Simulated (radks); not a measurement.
Task: Species: Sm2.5+. Configuration: [Kr] 4d10 4f(up 3, down 3) 5p6 5s(up 1, down 0.5) (fractional occupations, a model configuration). Calculated with a radial shooting solver on a logarithmic mesh with Libxc functionals: scalar-relativistic Kohn-Sham, LDA (Slater exchange, Perdew-Wang correlation), spin-polarised, spherical densities, point nucleus. Some entries of the table are withheld. Estimate them.

orbital  occ.  eigenvalue (hartree)  <r> (bohr)
1s up       1             -1714.568     0.02276
1s down     1             -1714.566     0.02276
2s up       1             -280.8473     0.09707
2s down     1             -280.8460     0.09707
2p up       3             -250.7193     0.08550
2p down     3             -250.7180     0.08550
3s up       1             -62.09249      0.2552
3s down     1             -62.09097      0.2552
3p up       3             -52.67417      0.2535
3p down     3             -52.67263      0.2535
3d up       5             -39.89515      0.2311
3d down     5             -39.89369      0.2311
4s up       1             -12.92075      0.5796
4s down     1             -12.91785      0.5796
4p up       3              -9.82488      0.6139
4p down     3              -9.82158      0.6137
4d up       5              -5.48127         (1)
4d down     5              -5.47682         (2)
5s up       1              -2.34416         (3)
5s down   0.5              -2.32946         (4)
5p up       3              -1.59031       1.619
5p down     3              -1.57733       1.623
4f up       3                   (5)      0.9641
4f down     3                   (6)      0.9628

Result: 
(1) 4d up <r> (bohr): 0.6715
(2) 4d down <r> (bohr): 0.6712
(3) 5s up <r> (bohr): 1.395
(4) 5s down <r> (bohr): 1.397
(5) 4f up eigenvalue (hartree): -0.84601
(6) 4f down eigenvalue (hartree): -0.83801
